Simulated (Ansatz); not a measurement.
Reaction (ligand exchange at the Al–O bond): `C[O][AlH][N](C)C` + H₂S → `C[N](C)[AlH][SH]` + CH₃OH

Gas-phase electronic energies from Ansatz, PBE0-D4/def2-TZVP geometries. CCSD(T)/CBS adds triple-zeta CCSD(T) − MP2 to the extrapolated MP2 energy (def2 sets, frozen cores). This one scheme is used for every species. Functionals use def2-TZVPP. HSE06 is defined as in plane-wave codes. Each species was taken in one conformer, which may not be the lowest.

`C[O][AlH][N](C)C`:

Cartesian coordinates in Å:
```
C 1.836 -2.541 -0.676
O 1.054 -1.493 -0.193
Al 0.230 -0.195 -0.891
N -0.635 0.883 0.209
C -1.381 2.031 -0.241
C -0.674 0.715 1.641
H 1.398 -3.504 -0.391
H 2.843 -2.493 -0.247
H 1.936 -2.528 -1.770
H 0.221 0.062 -2.449
H -2.443 1.960 0.036
H -1.329 2.127 -1.329
H -0.995 2.964 0.195
H -0.098 -0.162 1.941
H -1.704 0.585 2.004
H -0.257 1.589 2.162
```

H₂S:

Z-matrix (Å, degrees):
```
S
H 1 1.341
H 1 1.341 2 92.3
```

`C[N](C)[AlH][SH]`:

```xyz
13

C     0.400    0.878    0.946
N     0.136   -0.188    0.014
C     1.042   -1.300    0.189
Al   -1.121   -0.226   -1.233
S    -2.515    1.435   -1.537
H     0.298    0.538    1.987
H     1.420    1.272    0.831
H    -0.292    1.710    0.803
H     0.964   -1.728    1.198
H     2.088   -0.995    0.042
H     0.823   -2.096   -0.528
H    -1.244   -1.497   -2.157
H    -2.000    2.197   -0.557
```

CH₃OH:

Cartesian coordinates in Å:
```
C -0.113 -0.335 -0.041
O 0.817 0.707 0.146
H 0.452 -1.268 -0.065
H -0.659 -0.244 -0.988
H -0.839 -0.399 0.779
H 0.342 1.539 0.169
```

```csv
species,HSE06-D4 energy (Eh)
`C[O][AlH][N](C)C`,-492.48634
H₂S,-399.25509
`C[N](C)[AlH][SH]`,-776.10238
CH₃OH,-115.63493
```

Q: Work out ΔE.

A: ΔE = (-776.10238) + (-115.63493) − (-492.48634) − (-399.25509) = 0.00412 Eh = +10.8 kJ/mol. CCSD(T)/CBS gives +17.1 kJ/mol.

Largest T1 diagnostic among the species: 0.012.

Leaving LDA and LC-ωPBE aside and taking each functional with its dispersion term where it has one, the values, not all of them listed here, spread over 17.5 kJ/mol, from HSE06-D4 to CAM-B3LYP-D4. LDA lies +3.8 kJ/mol from PBE without D4. At CCSD(T), def2-SVP lies +11.2 kJ/mol from the extrapolated value and def2-TZVPP +3.2 kJ/mol. In def2-TZVPP, CCSD(T) changes the Hartree–Fock value by −6.7 kJ/mol (the triples alone add −2.2 kJ/mol) and MP2 by −7.7 kJ/mol.
